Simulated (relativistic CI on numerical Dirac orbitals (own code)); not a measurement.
**Radial parameters of Rh6+**

Calculated at this level of theory: Dirac-Coulomb-Breit CI, orbitals from a KLI potential per configuration, a model potential for QED, unscaled Slater integrals (own radial code, finite nucleus).

Slater integrals F^k, G^k are unscaled and averaged over j, outside the closed core [Ar] 3d10; ζ comes from projecting the Hamiltonian with its Breit term on Σ l·s of the shell.

- 4s2 4p6 4d3: F^2(4d,4d) = 83913, F^4(4d,4d) = 55963, ζ(4d) = 1808.4 cm⁻¹; <r>(4d) = 1.215, <r^2>(4d) = 1.7 (bohr units).
- 4s2 4p6 4d2 5s: F^2(4d,4d) = 85167, F^4(4d,4d) = 56854, ζ(4d) = 1909.7, G^2(4d,5s) = 17664 cm⁻¹; <r>(4d) = 1.196, <r^2>(4d) = 1.649, <r>(5s) = 2.057, <r^2>(5s) = 4.716 (bohr units).
- 4s2 4p6 4d2 4f: F^2(4d,4d) = 84569, F^4(4d,4d) = 56412, ζ(4d) = 1890.3, F^2(4d,4f) = 59064, F^4(4d,4f) = 36922, G^1(4d,4f) = 69578, G^3(4d,4f) = 42426, G^5(4d,4f) = 29685, ζ(4f) = -41.195 cm⁻¹; <r>(4d) = 1.204, <r^2>(4d) = 1.672, <r>(4f) = 1.833, <r^2>(4f) = 3.961 (bohr units).

Problem. Give the Racah parameters of the d shell in 4s2 4p6 4d3.

Solution. B = F²/49 − 5F⁴/441 = 1078 cm⁻¹ and C = 35F⁴/441 = 4442 cm⁻¹.

In this model ζ of a weakly bound d, f or g electron outside closed shells comes out too small, for d by up to a factor of two or three and at times with the wrong sign; that of an outer p electron is too small as well.

Averages of the first 10 configurations, taken without configuration mixing, which lowers the lowest level and can move excited configurations by several eV; other configurations of the list can lie among them:

```json
{"Configuration": "4s2 4p6 4d3", "Parity": "even", "States": "120", "Average energy above the lowest level (eV)": "3.5"}
{"Configuration": "4s2 4p6 4d2 5s", "Parity": "even", "States": "90", "Average energy above the lowest level (eV)": "28.2"}
{"Configuration": "4s2 4p6 4d2 4f", "Parity": "odd", "States": "630", "Average energy above the lowest level (eV)": "50.9"}
{"Configuration": "4s2 4p5 4d4", "Parity": "odd", "States": "1260", "Average energy above the lowest level (eV)": "56.3"}
{"Configuration": "4s2 4p6 4d2 5p", "Parity": "odd", "States": "270", "Average energy above the lowest level (eV)": "38.4"}
{"Configuration": "4s2 4p6 4d2 5d", "Parity": "even", "States": "450", "Average energy above the lowest level (eV)": "53.5"}
{"Configuration": "4s 4p6 4d4", "Parity": "even", "States": "420", "Average energy above the lowest level (eV)": "95.2"}
{"Configuration": "4s2 4p6 4d2 6s", "Parity": "even", "States": "90", "Average energy above the lowest level (eV)": "59.5"}
{"Configuration": "4s2 4p6 4d2 6p", "Parity": "odd", "States": "270", "Average energy above the lowest level (eV)": "63.9"}
{"Configuration": "4s2 4p6 4d 5s 5p", "Parity": "odd", "States": "120", "Average energy above the lowest level (eV)": "65.5"}
```
